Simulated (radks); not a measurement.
Values are calculated unless marked as measured or tabulated.
Ionisation of the sulfur ion S2+, [Ne] 3s2 3p2, to S3+, [Ne] 3s2 3p1, under several functionals. Dirac Kohn-Sham, spin-unpolarised, spherical densities, finite nucleus; open shells fill j = l - 1/2 first; a radial shooting solver on a logarithmic mesh with Libxc functionals.

| functional | E(S2+) (hartree) | Exc (hartree) | IE (eV) | -e(HOMO) (eV) | <r> HOMO (bohr) | IE error (eV) |
|---|---|---|---|---|---|---|
| B86b exchange with PBE correlation | -397.95591 | -24.93555 | 34.144 | 28.064 | 1.762 | -0.716 |
| BLYP | -397.99702 | -24.97515 | 33.993 | 27.897 | 1.766 | -0.867 |
| HCTH/407 | -397.99814 | -25.00346 | 34.351 | 28.283 | 1.760 | -0.509 |
| exchange-only PBE | -397.28016 | -24.24176 | 33.091 | 27.018 | 1.778 | -1.769 |
| exchange-only LDA | -395.44562 | -22.35772 | 32.812 | 26.743 | 1.774 | -2.048 |
| LDA (Slater exchange, Perdew-Wang correlation) | -396.58059 | -23.51649 | 34.222 | 28.127 | 1.760 | -0.638 |

NIST Atomic Spectra Database: 34.86 eV (semi-empirical). Closest: HCTH/407. The Delta-SCF values span 1.54 eV, the total energies 2.55 hartree. The highest occupied level is 3p1/2. Spin polarisation and multiplet splitting are left out, so open shells lie too high by an amount that depends on their filling.

Beside tabulated values, note that spin-unpolarised runs miss the spin-polarisation part of the exchange energy of open shells.
